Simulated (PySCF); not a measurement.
**Static response to an electric field**

Compound: C4H10FNSi.
Structure used (GFN2-xTB), in Å, numbered top down from 1:
```xyz
17
C4H10FNSi angstrom
C      2.9371   -0.6118   -0.5967
N      1.9927    0.1978   -0.5157
Si     0.8961    0.6693    0.7255
C     -0.8074    0.2789   -0.0548
C     -1.1058   -1.2177   -0.0727
C     -1.8969    1.0278    0.6897
F     -1.8421    0.7615    2.0409
H      3.4746   -0.7120   -1.5371
H      3.2862   -1.2495    0.2205
H      0.9982    0.0360    2.0429
H      1.1029    2.1157    0.7945
H     -0.8216    0.6508   -1.0827
H     -2.0606   -1.4184   -0.5595
H     -1.1533   -1.6047    0.9430
H     -0.3272   -1.7534   -0.6112
H     -1.7793    2.1110    0.5875
H     -2.9008    0.7307    0.3627
```

Level: CAM-B3LYP/def2-SVPD (PySCF), static field, nuclei fixed, core orbitals frozen in the response. The polarisability tensor in these axes (au):

```
x   96.27 -8.15 -5.80
y   -8.15 78.92  4.29
z   -5.80  4.29 75.13
```

Q: What are the eigenvalues, a third of the trace, and Δα (Δα² = ½Σ(αi − αj)² over the three pairs)?

A: Principal values 72.32, 76.64 and 101.36 au; mean 83.44 au = 12.36 Å³ = 13.76 × 10⁻⁴⁰ C²·m²/J; Δα = 27.14 au (33 % of the mean).

Q: What is the dipole moment, and where does it point?

A: (0.71, -0.95, -1.30) D, 1.75 D in size, pointing from the negative to the positive side. Measured along this direction, the outermost atoms are F7 at the negative end and H8 at the positive end.

Q: Find the Langevin capture rate constant for O2+ (31.990 u) meeting this molecule (119.057 u), k = 2.342 × 10⁻⁹ cm³/s × √(α in Å³ / reduced mass in u).

A: The reduced mass is 25.21 u, so k = 1.64 × 10⁻⁹ cm³/s. The formula leaves out the permanent dipole, which adds to the capture rate.

Q: How large is μ²/3kT at 250 K beside α?

A: In Gaussian units μ²/3kT = 29.72 Å³ against 12.36 Å³, a ratio of 2.40; the Debye molar polarisation (4π/3)N_A(α + μ²/3kT) is 106.2 cm³/mol, leaving out the vibrational part.

Q: Estimate the molar refractivity from the static electronic polarisability.

A: Lorentz–Lorenz: R = (4π/3)N_A α = 2.5225 cm³/(mol·Å³) × 12.36 Å³ = 31.2 cm³/mol, in the limit of long wavelengths.

Q: Directions of the eigenvectors, and the extent of the frame along each?

A: Largest value along (0.89, -0.37, -0.26), where the nuclei span 6.71 Å; middle along (0.45, 0.77, 0.45), 4.76 Å; least along (0.03, -0.52, 0.85), 3.05 Å. The response follows the extents in order.

Isolated species at its GFN2-xTB geometry (one conformer only).
